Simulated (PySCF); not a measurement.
## Structure from 2D NMR

Compound of formula C$_{3}$H$_{10}$O$_{2}$Si$_{3}$. Correlations simulated from computed shifts and the bond graph:

HSQC (one-bond C–H):
```
  δH     δC
6.04  133.0
5.78  133.0
2.57   30.4
1.70   30.4
```

COSY cross peaks (H two or three bonds apart, from the bond graph; peaks can be absent where the dihedral angle is near 90°):
```
  δH    δH
6.04  5.78
5.71  5.51
5.71  5.45
5.51  5.45
5.25  4.91
5.25  2.57
5.25  1.70
4.91  2.57
4.91  1.70
2.57  1.70
```

HMBC (two and three bonds, from the bond graph):
```
  δH                  δC
6.04         156.2, 30.4
5.78         156.2, 30.4
5.71               156.2
5.51               156.2
5.45  156.2, 133.0, 30.4
5.25         156.2, 30.4
4.91         156.2, 30.4
2.57        156.2, 133.0
1.70        156.2, 133.0
```

Carbons without hydrogens: δ 156.2.

- geometry: GFN2-xTB
- σ from GIAO-PBE0/pcSseg-1
- run in PySCF 2.14
- isolated molecule, a single conformation, non-relativistic Hamiltonian

Chemical shifts δ = σref − σ; TMS for ¹H (σref 31.72) and ¹³C (σref 186.93), all at this level.

Exchangeable hydrogens are left out of these lists.

Question: Which molecule is this?

Answer: `C=C1C[SiH2]O[SiH2][Si@H]1O`.

Mapped SMILES: `[CH2:1]=[C:2]1[CH2:3][SiH2:4][O:5][SiH2:6][Si@H:7]1[OH:8]`. Hydrogens are named by the atom that carries them. Ha(C1) is cis to C3; Ha(C3), Ha(Si4), Ha(Si6) are cis to O8 on the ring; Hb(C1) is trans to C3; Hb(C3), Hb(Si4), Hb(Si6) are trans to O8 on the ring.

- δC 156.2 is C2, a fully substituted alkene carbon.
- δC 133.0 is C1, a terminal =CH2 carbon (δH 6.04, 5.78).
- δC 30.4 is C3, an allylic sp3 CH2 bonded to Si (δH 1.70, 2.57).
- HMBC from δH 6.04 reaches the proton-free carbon C2.
- HMBC from δH 5.78 reaches the proton-free carbon C2.
- HMBC from δH 5.71 reaches the proton-free carbon C2.
- HMBC from δH 5.51 reaches the proton-free carbon C2.
- COSY links 6.04–5.78, 5.71–5.51, 5.71–5.45, 5.51–5.45, 5.25–4.91, 5.25–2.57.

The shifts were computed for this structure.

The OH or NH signal is concentration- and solvent-dependent in practice; the value given is the gas-phase one. Shifts are as computed. Against solution values, carbons near 30 ppm lie about +3 ppm off and those near 130 ppm about +5 ppm. Of 1309 compounds with measured shifts, 239 miss one by over three times the rms of a fit or turn the order of signals round; such compounds aren't used in these exercises.
